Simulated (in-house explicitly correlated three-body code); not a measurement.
Computed with an exponentially correlated three-body code. Model: two electrons around a point charge, non-relativistic, variational in 260 exponentially correlated functions (energies converged to about 1e-7 hartree, or 1e-8 relative for large Z).

Command:
```bash
python run_hyl.py task.json out
```
Settings (lengths in bohr, energies in hartree):
```
Z                      4
nuclear_mass           5
interaction_strength   1
functions              260
states_tried           13
```

Cost of the run: 67 s on 1 thread of Arm Neoverse N1, on a shared host.

**Those bound S and P states to n = 4 that converged, binding against the one-electron ion.**

Given: nuclear charge 4; mass of the centre 5 electron masses.

Computed: one-electron threshold -6.66666667 hartree.

```json
{"term": "1 1S", "energy (hartree)": "-11.3785151", "binding (eV)": "128.22"}
{"term": "2 3P", "energy (hartree)": "-7.78543245", "binding (eV)": "30.443"}
{"term": "2 3S", "energy (hartree)": "-7.75228772", "binding (eV)": "29.541"}
{"term": "2 1S", "energy (hartree)": "?", "binding (eV)": "?"}
{"term": "2 1P", "energy (hartree)": "?", "binding (eV)": "?"}
{"term": "3 3P", "energy (hartree)": "-7.13158509", "binding (eV)": "12.651"}
{"term": "3 3S", "energy (hartree)": "-7.12858929", "binding (eV)": "12.57"}
{"term": "3 1S", "energy (hartree)": "-7.10827891", "binding (eV)": "12.017"}
{"term": "4 3S", "energy (hartree)": "-6.92141225", "binding (eV)": "6.932"}
{"term": "4 1S", "energy (hartree)": "-6.91315616", "binding (eV)": "6.7073"}
```

**Question.** What belongs in the row 2 1S?

**Answer.** energy (hartree): -7.6770354; binding (eV): 27.494.

**Question.** What belongs in the row 2 1P?

**Answer.** energy (hartree): -7.53707086; binding (eV): 23.685.

**Converged states only, values per electron or pair.**

| term | mean r (bohr) | mean r squared (bohr²) | mean inverse r (1/bohr) | mean r12 (bohr) | mean inverse r12 (1/bohr) | mean cosine | mean p1 dot p2 (bohr⁻²) | delta r1 (bohr⁻³) | delta r12 (bohr⁻³) |
| --- | --- | --- | --- | --- | --- | --- | --- | --- | --- |
| 1 1S | 0.49579 | 0.33221 | 3.0804 | 0.71592 | 1.8863 | 0.030013 | -0.28282 | 10.009 | 0.94214 |
| 2 3P | ? | ? | ? | ? | ? | ? | ? | ? | - |
| 2 3S | 1.2717 | 2.6842 | 2.0067 | 2.1461 | 0.54885 | 0.021137 | -0.066581 | 6.3519 | - |
| 2 1S | 1.3414 | 3.0437 | 1.9953 | 2.2774 | 0.60842 | 0.0042323 | -0.26077 | 6.3018 | 0.14451 |
| 2 1P | ? | ? | ? | ? | ? | ? | ? | ? | ? |
| 3 3P | 2.4663 | 11.685 | 1.8197 | 4.5106 | 0.29456 | -0.0025767 | -0.24385 | 5.8783 | - |
| 3 3S | 2.6664 | 13.667 | 1.8148 | 4.9041 | 0.26117 | 0.010386 | -0.067836 | 6.0225 | - |
| 3 1S | 2.7742 | 14.899 | 1.8116 | 5.1176 | 0.27627 | 0.0059854 | -0.11511 | 6.0121 | 0.042163 |
| 4 3S | 4.6454 | 44.091 | 1.7492 | 8.8522 | 0.15088 | 0.0063364 | -0.046887 | 5.9471 | - |
| 4 1S | 4.7903 | 47.032 | 1.7479 | 9.1411 | 0.15684 | 0.0045444 | -0.065386 | 5.9435 | 0.017619 |

**Question.** What belongs in the row 2 3P?

**Answer.** mean r (bohr): 1.052; mean r squared (bohr²): 1.7948; mean inverse r (1/bohr): 2.0345; mean r12 (bohr): 1.7436; mean inverse r12 (1/bohr): 0.70494; mean cosine: -0.046788; mean p1 dot p2 (bohr⁻²): -0.9357; delta r1 (bohr⁻³): 5.7543.

**Question.** What belongs in the row 2 1P?

**Answer.** mean r (bohr): 1.3283; mean r squared (bohr²): 3.0177; mean inverse r (1/bohr): 1.9545; mean r12 (bohr): 2.2359; mean inverse r12 (1/bohr): 0.56185; mean cosine: 0.039774; mean p1 dot p2 (bohr⁻²): 0.13787; delta r1 (bohr⁻³): 5.9739; delta r12 (bohr⁻³): 0.01332.
